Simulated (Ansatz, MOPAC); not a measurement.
Diatomic SbCl, multiplicity 3 (the spin of the measured ground state). No spin–orbit coupling.

Seven points along R, fitted to fifth degree in 1/R; most abundant isotopes. Runs in def2 and cc sets follow the lowest solution found near the PBE0 minimum.

Correlated levels freeze the inner cores; with def2 sets outer-core shells near the valence are correlated too. CBS: X⁻³ extrapolation of the correlation energy, Hartree–Fock from the larger set. The state that PM6 reach isn't checked.

Run with Ansatz (a quantum-chemistry and plane-wave program); MOPAC for PM6 (differences of heats of formation).  In def2 rows elements past Kr take small-core potentials, without spin–orbit coupling.

**Question.** What bond length and harmonic frequency does PM6 give?

**Answer.** r_e = 2.361 Å, ω_e = 345 cm⁻¹.

**Question.** What bond length and harmonic frequency does r2SCAN/def2-TZVPP give, and what D_e (from each atom's lowest state at the same level)?

**Answer.** r_e = 2.344 Å, ω_e = 371 cm⁻¹, D_e = 3.26 eV.

**Question.** What bond length and harmonic frequency does CCSD(T)/CBS(def2-TZVPP, def2-QZVPP) give?

**Answer.** r_e = 2.334 Å, ω_e = 378 cm⁻¹.

Measured for the ground state: ω_e 374.7 cm-1, ω_e x_e 0.6 cm-1 [NIST CCCBDB]. D_0 3.693 ± 0.52 eV (a handbook's tabulated 298 K bond energy less 3RT/2; such tables hold older values) [Luo, bond dissociation energies, CRC Handbook].
